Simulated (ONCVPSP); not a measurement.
**Configuration tests for Os (ONCV)**

```
Element                 : Os
Generator               : ONCVPSP 4.0.1
Type                    : optimised norm-conserving Vanderbilt (ONCV)
Functional              : PBE
Relativity              : scalar-relativistic
Frozen core             : [Kr] 4d10
Valence charge          : 30
Reference configuration : 4f14 5s2 5p6 5d6 6s1 (charge +1)
Partial waves           : 5s+6s: rc 1.65 bohr, ncon 5, nbas 8, qcut 8.3 1/bohr, 2 projectors; 5p: rc 1.35 bohr, ncon 4, nbas 9, qcut 6.4 1/bohr, 2 projectors, debl 1.7 Ha; 5d: rc 1.90 bohr, ncon 4, nbas 8, qcut 8.4 1/bohr, 2 projectors, debl 4 Ha; 4f: rc 0.70 bohr, ncon 5, nbas 9, qcut 25.8 1/bohr, 2 projectors, debl 2 Ha
Local potential         : polynomial inside 0.60 bohr (lpopt 5, dvloc0 6 Ha)
Core correction         : none
```

In the p channel the program set the typed energies aside and used -2.165, 0.250 Ha. In the f channel the program set the typed energies aside and used -2.205, 0.250 Ha.

Energies are relative to the spin-unpolarised reference configuration 4f14 5s2 5p6 5d6 6s1; without spin polarisation the order of configurations can differ from experiment.

(1) Give the all-electron excitation energy and the error of the potential for: 4f14 5s2 5p6 5d6 6s2; 4f14 5s2 5p6 5d6 6s0; 4f14 5s2 5p6 5d5 6s0; 4f14 5s2 5p6 5d6 6s1.5.

Levels in the configuration 4f14 5s2 5p6 5d6 6s0:

```tsv
level	all-electron (eV)	pseudo (eV)
4f	-69.119	-69.176
5s	-108.707	-108.716
5p	-68.030	-68.034
5d	-22.924	-22.921
```

Note: ghosts flagged at negative energy: s at -826.4 eV, p at -142.7 eV; GHOST(+) flagged for d at 205.9 eV. A true bound ghost makes a file unfit for plane-wave use.

Results:

(1)

```
 valence configuration  charge  ΔE all-electron (eV)  error AE − PS (meV)
  4f14 5s2 5p6 5d6 6s2       0                -9.577                 +2.6
  4f14 5s2 5p6 5d6 6s0      +2                16.915                 -6.6
  4f14 5s2 5p6 5d5 6s0      +3                45.762                  -11
4f14 5s2 5p6 5d6 6s1.5    +0.5                -5.663                 +1.7
```
